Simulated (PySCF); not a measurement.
## A ladder of Hamiltonians for Sr²⁶⁺ (strontium, charge +26)

Occupied: 1s1/2, 2s1/2, 2p1/2, 2p3/2, 3s1/2. Hartree-Fock calculated with PySCF 2.14 in an even-tempered Gaussian basis (21 s from 1.6 bohr⁻², ratio 2.3; 15 p from 1.9 bohr⁻², ratio 2.3), Gaussian nucleus throughout. NR is non-relativistic, sf-X2C the spin-free one-electron X2C Hamiltonian, X2C adds the bare one-electron spin-orbit term, X2C-SNSO screens it by Boettger's factors, DC is four-component Dirac-Coulomb, and the Gaunt and Breit terms are added at first order (total energies over the DC spinors, levels after relaxing the spinors in that mean field). QED terms are absent. Levels marked empty are virtual spinors of this ion; the basis has s and p functions only, so 3d, which can lie below the n = 4 levels, is absent.

```csv
Hamiltonian,E (hartree)
NR,-2668.3723
sf-X2C,-2712.8144
X2C,-2713.0540
X2C-SNSO,-2713.0290
DC,-2713.5992
DC+Gaunt,-2711.9136
DC+Breit,-2712.0599
```

```json
{"level (eV)": "1s1/2", "NR": "-17151.6", "sf-X2C": "-17473.9", "X2C": "-17473.4", "X2C-SNSO": "-17473.5", "DC": "-17484.1", "DC+Gaunt": "-17456.7", "DC+Breit": "-17458.4"}
{"level (eV)": "2s1/2", "NR": "-3386.8", "sf-X2C": "-3468.9", "X2C": "-3468.8", "X2C-SNSO": "-3468.8", "DC": "-3470.0", "DC+Gaunt": "-3467.5", "DC+Breit": "-3467.6"}
{"level (eV)": "2p1/2", "NR": "-3195.8", "sf-X2C": "-3219.4", "X2C": "-3271.0", "X2C-SNSO": "-3268.1", "DC": "-3268.5", "DC+Gaunt": "-3264.1", "DC+Breit": "-3264.6"}
{"level (eV)": "2p3/2", "NR": "-3195.8", "sf-X2C": "-3219.4", "X2C": "-3195.1", "X2C-SNSO": "-3196.4", "DC": "-3197.2", "DC+Gaunt": "-3194.1", "DC+Breit": "-3194.6"}
{"level (eV)": "3s1/2", "NR": "-1305.5", "sf-X2C": "-1328.7", "X2C": "-1328.7", "X2C-SNSO": "-1328.7", "DC": "-1328.9", "DC+Gaunt": "-1328.3", "DC+Breit": "-1328.4"}
{"level (eV)": "3p1/2 (empty)", "NR": "-1200.6", "sf-X2C": "-1209.2", "X2C": "-1220.8", "X2C-SNSO": "-1220.2", "DC": "-1220.3", "DC+Gaunt": "-1219.3", "DC+Breit": "-1219.4"}
{"level (eV)": "3p3/2 (empty)", "NR": "-1200.6", "sf-X2C": "-1209.2", "X2C": "-1203.6", "X2C-SNSO": "-1203.9", "DC": "-1204.1", "DC+Gaunt": "-1203.4", "DC+Breit": "-1203.5"}
{"level (eV)": "4s1/2 (empty)", "NR": "-664.77", "sf-X2C": "-673.86", "X2C": "-673.85", "X2C-SNSO": "-673.85", "DC": "-673.94", "DC+Gaunt": "-673.72", "DC+Breit": "-673.75"}
```

Q: How large are the two-electron picture-change error of X2C and the Breit correction in the total energy?

A: X2C-1e lies 0.5452 hartree above Dirac-Coulomb; Gaunt adds 1.6856 and the full Breit term 1.5393 hartree.

```tsv
interval (eV)	X2C	X2C-SNSO	DC	DC+Gaunt	DC+Breit
2p3/2 − 2p1/2	75.82	71.73	71.26	70.02	70.02
3p3/2 − 3p1/2	17.18	16.25	16.17	15.87	15.87
```

Weight of the small component: 1s1/2 0.0191, 2s1/2 0.00400, 2p1/2 0.00394, 2p3/2 0.00384, 3s1/2 0.00141, 3p1/2 0.00135, 3p3/2 0.00133, 4s1/2 0.000684.

Koopmans' value for the highest occupied level at DC+Breit: 1328.4 eV, against an ionisation energy of 1333.4 ± 1.9 eV (semi-empirical (NIST evaluation); NIST Atomic Spectra Database, ionization energies); the former lacks relaxation, correlation, QED and recoil.

The whole ladder took 210 s of wall time on 1 thread of Neoverse-N1 (shared host), launched as `OMP_NUM_THREADS=1 python relrun2.py TASK.json OUT` (a driver that calls PySCF for each Hamiltonian).
